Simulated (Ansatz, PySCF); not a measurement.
This Ansatz (an electronic-structure program) input computes a CCSD(T)/cc-pVDZ energy:

Ansatz 0.2 input:
```yaml
crystal:
  periodic: [false, false, false]
  atoms:
    - {symbol: O, position_ang: [0.72648472, -0.37165007, 0.01184410]}
    - {symbol: O, position_ang: [-0.57788575, 0.41299156, -0.01217155]}
    - {symbol: H, position_ang: [-1.18879170, -0.33073200, 0.00261956]}
basis:
  gaussian:
    orbitals: cc-pVDZ
total_charge: -1
magnetization: {spin_polarized: false}
correlation: {method: ccsd_t, electrons: outside_noble_gas}
```

**Question.** Write an input for the same energy in PySCF and say what it gives.

**Answer.** 
```python
from pyscf import gto, scf, mp, cc as ccmod

mol = gto.M(
    atom='''
    O     0.72648472   -0.37165007    0.01184410
    O    -0.57788575    0.41299156   -0.01217155
    H    -1.18879170   -0.33073200    0.00261956
    ''',
    basis='cc-pvdz',
    charge=-1,
    spin=0,
    verbose=4,
)

mf = scf.RHF(mol)
mf.conv_tol = 1e-10
mf.max_cycle = 100
mf.kernel()
mp2 = mp.MP2(mf, frozen=2).run()
cc = ccmod.CCSD(mf, frozen=2)
cc.max_cycle = 100
cc.kernel()
et = cc.ccsd_t()
print(f'E(CCSD(T)) = {cc.e_tot + et:.9f}')
```
It gives -150.53490 Eh, and Ansatz -150.53489 Eh, a difference of 0.01 mEh.
